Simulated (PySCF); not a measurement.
C3H6BNO, SMILES CB(O)CC#N.

The structure is a stationary point at ωB97X-D3(BJ)/def2-SVP. This is a generated structure with no PubChem entry under its InChIKey; it may be hypothetical. One conformer was computed; it need not be the lowest.

Level of theory: TDA-PBE0/def2-SVPD in PySCF.

Vertical excitations. Gas-phase values at a fixed geometry.

```tsv
state	energy (eV)	λ (nm)	f	main pairs
S1	7.14	174	0.000	HOMO→LUMO 87 %
S2	7.69	161	0.001	HOMO→LUMO+2 64 %, HOMO−2→LUMO+2 15 %, HOMO−1→LUMO+3 11 %
S3	7.77	160	0.003	HOMO→LUMO+1 87 %
S4	8.10	153	0.025	HOMO→LUMO+3 46 %, HOMO−1→LUMO+2 38 %, HOMO−2→LUMO+3 9 %
S5	8.13	153	0.003	HOMO−1→LUMO+3 71 %, HOMO→LUMO+2 14 %
S6	8.40	148	0.011	HOMO−1→LUMO 97 %
S7	8.49	146	0.006	HOMO−1→LUMO+1 86 %
S8	8.60	144	0.007	HOMO−2→LUMO 86 %
S9	8.77	141	0.013	HOMO−2→LUMO+1 76 %
S10	9.01	138	0.005	HOMO−2→LUMO+2 74 %, HOMO→LUMO+2 15 %
T1	6.32	196	0	HOMO−1→LUMO+2 46 %, HOMO→LUMO+3 22 %, HOMO−2→LUMO+3 16 %
T2	6.61	188	0	HOMO→LUMO 82 %
T3	6.89	180	0	HOMO→LUMO+2 35 %, HOMO−1→LUMO+3 31 %, HOMO−2→LUMO+2 18 %
T4	6.90	180	0	HOMO−1→LUMO+2 40 %, HOMO→LUMO+3 27 %, HOMO−2→LUMO+3 15 %
```
Triplets are in the Tamm–Dancoff approximation.
